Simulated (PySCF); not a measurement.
C12H8S3, SMILES c1csc(-c2ccc(-c3cccs3)s2)c1 (GFN2-xTB optimised geometry):

```
23

C      1.293    -4.761     0.003
C      2.652    -4.730     0.003
S      3.267    -3.125     0.003
C      1.652    -2.470     0.002
C      1.436    -1.062     0.002
C      2.372    -0.056     0.001
C      1.812     1.226     0.001
C      0.438     1.222     0.001
C     -0.449     2.338     0.000
C     -1.820     2.338     0.000
C     -2.372     3.632    -0.001
C     -1.427     4.607    -0.001
S      0.169     3.968     0.000
S     -0.178    -0.407     0.002
C      0.720    -3.477     0.003
H      0.719    -5.670     0.004
H      3.339    -5.553     0.004
H      3.430    -0.252     0.002
H      2.387     2.135     0.001
H     -2.401     1.433     0.000
H     -3.430     3.829    -0.001
H     -1.563     5.670    -0.001
H     -0.339    -3.287     0.003
```

Level of theory: PBE/def2-SVP (PySCF).

What are the frontier orbital energies and the dipole moment?

HOMO-2 -6.18 eV, HOMO-1 -5.95 eV, HOMO -4.66 eV, LUMO -2.37 eV, LUMO+1 -1.27 eV; dipole moment 0.38 D.

On the same geometry PySCF 2.14.0 with PBE0/def2-SVP gives HOMO-2 -7.30 eV, HOMO-1 -7.05 eV, HOMO -5.52 eV, LUMO -1.78 eV, LUMO+1 -0.47 eV; dipole moment 0.47 D.

Meta-Löwdin charges at PBE/def2-SVP: C1 -0.13, C2 -0.24, S3 0.25, C4 -0.10, C5 -0.10, C6 -0.14, C7 -0.14, C8 -0.10, C9 -0.10, C10 -0.15, C11 -0.13, C12 -0.24, S13 0.25, S14 0.23, C15 -0.15, H16 0.12, H17 0.13, H18 0.12, H19 0.12, H20 0.12, H21 0.12, H22 0.13, H23 0.12.
